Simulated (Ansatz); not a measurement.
Species: C$_{5}$H$_{5}$Se, charge -1, multiplicity 1. It need not be the lowest isomer of its formula. Whether it binds its extra electron was not tested at this geometry. 
Structure (B3LYP-D3(BJ)/def2-TZVP (Ansatz, a first-principles code) minimum search):
```xyz
11

C     -2.6876    -1.0957    -0.0997
C     -1.2591    -0.5970    -0.0569
C     -0.9896     0.7500     0.1040
Se     0.9322     0.8493     0.0919
C      1.0827    -1.0230    -0.1385
C     -0.1735    -1.5402    -0.1857
H     -3.3684    -0.2506     0.0120
H     -2.9042    -1.8142     0.7031
H     -2.9263    -1.6007    -1.0462
H      2.0145    -1.5655    -0.2165
H     -0.3479    -2.6081    -0.3139
```
Charge -1, spin multiplicity 1.

Parts of the frozen-core correlation energy in 6-31G* (Ansatz, hartree). Frozen orbitals: 19; correlated occupied orbitals by spin: 16 and 16; virtual: 85 and 85. No spin-orbit coupling. Non-relativistic. The restricted reference is unstable.

| term | value |
|---|---|
| reference (HF) | -2591.69942 |
| MP2 opposite-spin | ? |
| MP2 same-spin | -0.20230 |
| CCSD correlation | ? |
| (T) | ? |
| T1 diagnostic | 0.016 |
| largest doubles amplitude | 0.074 |

Question: Fill in the missing entries.

Answer: 
- MP2 opposite-spin, value: -0.56175
- CCSD correlation, value: -0.80259
- (T), value: -0.03716
